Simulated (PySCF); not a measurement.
Al2H3NO, Al2HNO, BFH3OSi, BH4OSi (calculated)

All values are calculated (PySCF 2.14.0). Calculation on a computer-drawn molecule: the log of a Hartree-Fock and frozen-core CCSD(T) single point meant for a local Hartree-Fock minimum, with one planted fault or none, to be diagnosed. Offsets are logged minus clean, where the clean run is the same molecule without the fault. The reference is restricted for singlets and unrestricted otherwise, and also for a bond in bohr or an excited solution. Adding or removing an electron swaps singlet and doublet. The excited solution moves the top pair (singlet) or top alpha electron (doublet) to the lowest empty orbital. Highest occupied and lowest empty are orbital energies over both spins, largest force is the largest gradient component, triples share is (T) over the correlation energy, the T1 limit is 0.02 restricted and 0.045 unrestricted, electrons count all cores, a negative frequency is imaginary (commonest isotopes), and the dipole is about the centre of nuclear charge.

Common to all runs: meant multiplicity 1; logged SCF converged yes; logged SCF stable within its kind yes; possible faults no fault, one electron removed, one electron added, multiplicity raised by two, geometry at a saddle point, SCF held on an excited solution, minimal basis STO-3G, one bond length entered in bohr, all coordinates scaled.

(1) 
```xyz
7
formula=Al2H3NO meant_charge=0 meant_basis=cc-pV(D+d)Z logged_electrons=44 logged_basis_functions=31 logged_spin_squared=0 logged_highest_occupied=-4.0739 logged_lowest_empty=8.873 logged_largest_force=0.072681 logged_T1_diagnostic=0.030879 logged_D1_diagnostic=0.085803 logged_triples_share=0.078206 logged_CC_converged=yes logged_dipole_magnitude=3.0712 logged_energy_HF=-607.28681 logged_energy_CCSD(T)=-607.49825 planted_fault=minimal_basis_STO-3G HF_energy_offset_from_clean_run=4811 CCSD(T)_energy_offset_from_clean_run=5000
N     -0.1932     1.6596     0.0066
Al    -1.2322     0.6403    -0.6268
O     -2.3151    -0.4225    -1.2873
Al    -3.4236    -1.5120    -1.9606
H      0.4535     2.2948     0.4020
H     -4.6444    -0.9260    -2.7583
H     -3.1700    -3.0489    -1.7504
```

Units: logged_highest_occupied, logged_lowest_empty in eV; logged_largest_force in hartree/bohr; logged_dipole_magnitude in debye; logged_energy_HF, logged_energy_CCSD(T) in hartree; HF_energy_offset_from_clean_run, CCSD(T)_energy_offset_from_clean_run in kcal/mol.

Drawn bonds:
```tsv
atom	other atom	order
1	2	2
2	3	1
3	4	1
1	5	1
4	6	1
4	7	1
```

Notes: T1 above single-reference limit.

(2) 
```xyz
7
formula=Al2H3NO meant_charge=0 meant_basis=cc-pV(D+d)Z logged_electrons=44 logged_basis_functions=89 logged_spin_squared=0 logged_highest_occupied=-8.7119 logged_lowest_empty=1.14 logged_largest_force=0.027246 logged_T1_diagnostic=0.021649 logged_D1_diagnostic=0.054733 logged_triples_share=0.030648 logged_CC_converged=yes logged_dipole_magnitude=3.4327 logged_energy_HF=-614.93829 logged_energy_CCSD(T)=-615.46107 planted_fault=all_coordinates_scaled,by_+4.6_% HF_energy_offset_from_clean_run=10.11 CCSD(T)_energy_offset_from_clean_run=3.521
N     -0.2020     1.7360     0.0069
Al    -1.2889     0.6698    -0.6556
O     -2.4216    -0.4420    -1.3465
Al    -3.5810    -1.5816    -2.0507
H      0.4744     2.4004     0.4205
H     -4.8581    -0.9686    -2.8851
H     -3.3158    -3.1891    -1.8309
```

Units: logged_highest_occupied, logged_lowest_empty in eV; logged_largest_force in hartree/bohr; logged_dipole_magnitude in debye; logged_energy_HF, logged_energy_CCSD(T) in hartree; HF_energy_offset_from_clean_run, CCSD(T)_energy_offset_from_clean_run in kcal/mol.

Drawn bonds:
```tsv
atom	other atom	order
1	2	2
2	3	1
3	4	1
1	5	1
4	6	1
4	7	1
```

Notes: T1 above single-reference limit.

(3) 
```xyz
5
formula=Al2HNO meant_charge=0 meant_basis=cc-pV(D+d)Z logged_electrons=41 logged_basis_functions=79 logged_spin_squared=0.7523 logged_highest_occupied=-12.268 logged_lowest_empty=-7.7765 logged_largest_force=0.049868 logged_T1_diagnostic=0.027149 logged_D1_diagnostic=0.06279 logged_triples_share=0.034177 logged_CC_converged=yes logged_dipole_magnitude=14.036 logged_energy_HF=-613.48723 logged_energy_CCSD(T)=-613.94398 planted_fault=one_electron_removed HF_energy_offset_from_clean_run=193.1 CCSD(T)_energy_offset_from_clean_run=212.3
N      0.8160     1.3656     0.2839
Al    -0.2224     0.6813     1.2709
O     -1.3091    -0.0362     2.3027
Al    -2.4287    -0.7752     3.3600
H      1.4621     1.7931    -0.3308
```

Units: logged_highest_occupied, logged_lowest_empty in eV; logged_largest_force in hartree/bohr; logged_dipole_magnitude in debye; logged_energy_HF, logged_energy_CCSD(T) in hartree; HF_energy_offset_from_clean_run, CCSD(T)_energy_offset_from_clean_run in kcal/mol.

Drawn bonds:
```tsv
atom	other atom	order
1	2	2
2	3	1
3	4	1
1	5	1
```

(4) 
```xyz
7
formula=BFH3OSi meant_charge=-1 meant_basis=aug-cc-pV(D+d)Z logged_electrons=40 logged_basis_functions=128 logged_spin_squared=0 logged_highest_occupied=-3.7088 logged_lowest_empty=3.9409 logged_largest_force=1.352e-05 logged_lowest_frequency=69.124 logged_T1_diagnostic=0.01843 logged_D1_diagnostic=0.052183 logged_triples_share=0.030965 logged_CC_converged=yes logged_dipole_magnitude=4.8187 logged_energy_HF=-489.79978 logged_energy_CCSD(T)=-490.46135 planted_fault=no_fault HF_energy_offset_from_clean_run=0 CCSD(T)_energy_offset_from_clean_run=0
O      1.7366    -3.1156     2.3370
B      0.6897    -2.3969     2.3118
Si    -0.2622    -2.2921     0.4434
F     -1.6332    -1.3669     0.3123
H      0.1881    -1.7670     3.2636
H      0.5994    -1.7493    -0.6607
H     -0.7168    -3.6187    -0.0951
```

Units: logged_highest_occupied, logged_lowest_empty in eV; logged_largest_force in hartree/bohr; logged_lowest_frequency in cm⁻¹; logged_dipole_magnitude in debye; logged_energy_HF, logged_energy_CCSD(T) in hartree; HF_energy_offset_from_clean_run, CCSD(T)_energy_offset_from_clean_run in kcal/mol.

Drawn bonds:
```tsv
atom	other atom	order
1	2	1
2	3	1
3	4	1
2	5	1
3	6	1
3	7	1
```

(5) 
```xyz
7
formula=BH4OSi meant_charge=-1 meant_basis=aug-cc-pV(D+d)Z logged_electrons=32 logged_basis_functions=114 logged_spin_squared=2.0331 logged_highest_occupied=1.0143 logged_lowest_empty=3.2653 logged_largest_force=0.063183 logged_dipole_magnitude=10.425 logged_energy_HF=-390.76491
O      0.2764     0.6403    -0.1827
B     -0.9034     0.3642     0.1844
Si    -2.3944    -0.3147    -1.1739
H     -1.3557     0.4422     1.3513
H     -2.0024    -0.4320    -2.6217
H     -2.9614    -1.6792    -0.8505
H     -3.6433     0.5378    -1.2142
```

Units: logged_highest_occupied, logged_lowest_empty in eV; logged_largest_force in hartree/bohr; logged_dipole_magnitude in debye; logged_energy_HF in hartree.

Drawn bonds:
```tsv
atom	other atom	order
1	2	1
2	3	1
2	4	1
3	5	1
3	6	1
3	7	1
```

Notes: coupled-cluster numbers left out as unreliable; highest electron not bound in this basis.

Q: Give the missing planted fault for BH4OSi (entry 5).
A: multiplicity raised by two

Further results for BH4OSi (entry 5):

- HF energy offset from clean run: 56.83 kcal/mol
